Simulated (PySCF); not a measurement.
Correlation energy of Kr (krypton, neutral)

[Kr], closed-shell 1S. Calculation: PySCF 2.14, in Sapporo-DKH3-DZP-2012 (6s5p3d1f, 43 functions); scalar relativity by spin-free X2C-1e. Frozen: [Ar] 3d10; 8 electrons correlated.

MP2 pair energies summed by pair of shells (mhartree):

```csv
pair,energy,share (%)
4p-4p,-102.89,80.4
4s-4p,-19.74,15.4
4s-4s,-5.29,4.1
```

Total MP2 correlation energy: -127.92 mhartree.

Same-spin part -36.07 and opposite-spin part -91.85 mhartree; SCS-MP2 scales them by 1/3 and 6/5 to -122.24 mhartree.

```csv
level,correlation energy (mhartree)
CCSD,-137.04
(T),-1.68
CCSD(T),-138.72
```

Diagnostics: T1 = 0.0030, D1 = 0.0048, largest double amplitude 0.049.

Question: Is a single reference adequate?

Answer: Yes, within this model without spin-orbit coupling: T1 lies below 0.03 and no double amplitude reaches 0.07.
